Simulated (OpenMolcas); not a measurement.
**5d ions of charge +0 along the row**

* Program: OpenMolcas
* Method: SS-CASPT2, IPEA 0.25 Eh, imaginary shift 0.1 Eh
* Basis: ANO-RCC-VQZP
* Scalar Hamiltonian: DKH2, point nucleus
* Spin-orbit coupling: state interaction with AMFI integrals over the reference wave functions, term energies averaged over their components

Active space: the 5d shell under a closed s shell; CASPT2 also correlates the outermost closed s and p core shells.

B and C come from two terms' centres of gravity (d2, d8: 3P = 15B, 1G = 12B + 2C; d3, d7: 4P = 15B, 2G = 4B + 3C; d4, d6: 3G = 9B + 4C, 3H = 4B + 4C; d5: 4D = 17B + 5C, 4G = 10B + 5C, above the ground term), where all their levels are at least 80 % pure. ζ = ±2S·A comes from the whole width of the ground multiplet by E(J) = (A/2) J(J+1), where its levels are at least 85 % pure. Energies in cm-1.

```
Ion  Configuration  Lowest level  Weight (%)    B  B measured     C  C measured     ζ  ζ measured
 Hf        5d2 6s2           3F2          90  480         337  1424        1874  1521        1305
 Ta        5d3 6s2        4F 3/2          88                                                     
  W        5d4 6s2           5D0          71                                                     
 Re        5d5 6s2        6S 5/2          90                                                     
 Os        5d6 6s2           5D4          84                                                     
 Ir        5d7 6s2        4F 9/2          85
```

Measured columns use the levels in NIST Handbook of Basic Atomic Spectroscopic Data (Hf).

CASPT2 does not keep the components of a term degenerate, so their means are used; among the low terms the widest spread is 1300 cm-1 (5d7 6s2 2H, Ir). Over all roots computed the reference weight is 0.85 to 0.91 in Hf; the roots of lowest weight are the least certain, and an intruder state may touch them. With the s shell closed, the reference lacks s² → p², s² → d² and s → d mixing, so excited terms can stand far too high and out of order, with CASPT2 too. The CASPT2 spread within a term exceeds the gap to the next term for 5d3 6s2 2D(1) and 5d3 6s2 2P, 5d3 6s2 2P and 5d3 6s2 2H, so the order of their levels is uncertain, and so are names and mixing where such terms share a J (figures for Ta; the like holds for W, Re, Ir). Some levels mix across a computed gap that differs much from the measured one, so their mixing is not that of the real levels (holds for Hf; Os; Ir). Some terms miss by over 15 % even with CASPT2, which points to a basis or an active space too small for the shells correlated (holds for Hf; Ta; W; Os). Some high roots are left out of the spin-orbit mixing, which shifts the levels that they would mix with (holds for W; Re; Os). Computed and measured levels are paired by configuration, term and J; levels that our copy of the source lacks, or whose pairing is in doubt (as where it misses far off the trend of its configuration), stay unpaired and out of the deviations. Only configurations of the active space appear.

A number in round brackets counts repeated terms of one configuration in the order of the reference energies.
